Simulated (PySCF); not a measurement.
## Two-component Hartree-Fock for Hg²⁺ (mercury, charge +2)

Start: [Xe] 4f14 5d9 6p1; 5d3/2 filled at m_j = -3/2, -1/2, +1/2, +3/2; 5d5/2 filled at m_j = -3/2, -1/2, +1/2, +3/2, +5/2; 6p3/2 filled at m_j = +3/2. Calculated with PySCF 2.14 in x2c-TZVPall-2c: generalised Hartree-Fock with the X2C-1e Hamiltonian and a Gaussian nucleus; spin-orbit coupling (SO) screened by Boettger's factors. This is a chosen level, not necessarily the ground level.

```tsv
spinor shell	electrons	ε, screened SO (eV)	weight of nominal j (screened SO)	rms radius, screened SO (bohr)
1s1/2	2	-83563.2	1.000	0.0187
2s1/2	2	-14980.9	1.000	0.0755
2p1/2	2	-14350.3	1.000	0.0639
2p3/2	4	-12397.1	1.000	0.0720
3s1/2	2	-3643.3	1.000	0.193
3p1/2	2	-3360.4	1.000	0.184
3p3/2	4	-2921.4	1.000	0.201
3d3/2	4	-2458.5	1.000	0.176
3d5/2	6	-2364.8	1.000	0.180
4s1/2	2	-858.02	1.000	0.424
4p1/2	2	-735.68	1.000	0.429
4p3/2	4	-628.22	1.000	0.463
4d3/2	4	-427.98	1.000	0.475
4d5/2	6	-407.19	1.000	0.486
5s1/2	2	-163.43	1.000	0.968
4f5/2	6	-146.78	0.999	0.525
5p1/2	2	-121.39	0.999	1.04
5p3/2	4	-101.42	0.999	1.13
5d3/2	4	-41.922	0.973	1.46
5d5/2	5	-39.456	0.977	1.52
6p3/2	1	-18.976	1.000	3.30
```

Q: Where does 4f7/2 lie, and what is the 4f spin-orbit splitting (screened SO)?

A: At -142.54 eV, 4.240 eV above 4f5/2.

| quantity | screened SO |
| --- | --- |
| E (hartree) | -19638.21390 |
| M_J | 4 |
| ⟨J²⟩ | 20.058 |
| ⟨L²⟩ | 12.210 |
| ⟨S²⟩ | 2.188 |

Each row is a mean over spinors that exchange with the open shell spreads, by up to 5.280 eV (5p3/2).

⟨J²⟩ departs a little from M_J(M_J + 1) because the unrestricted spinors polarise the closed shells.

Breit and QED terms are absent; they matter most for the inner s and p1/2 levels.

Densities and radii are taken from the X2C orbitals without a picture-change correction, which distorts them close to the nucleus.
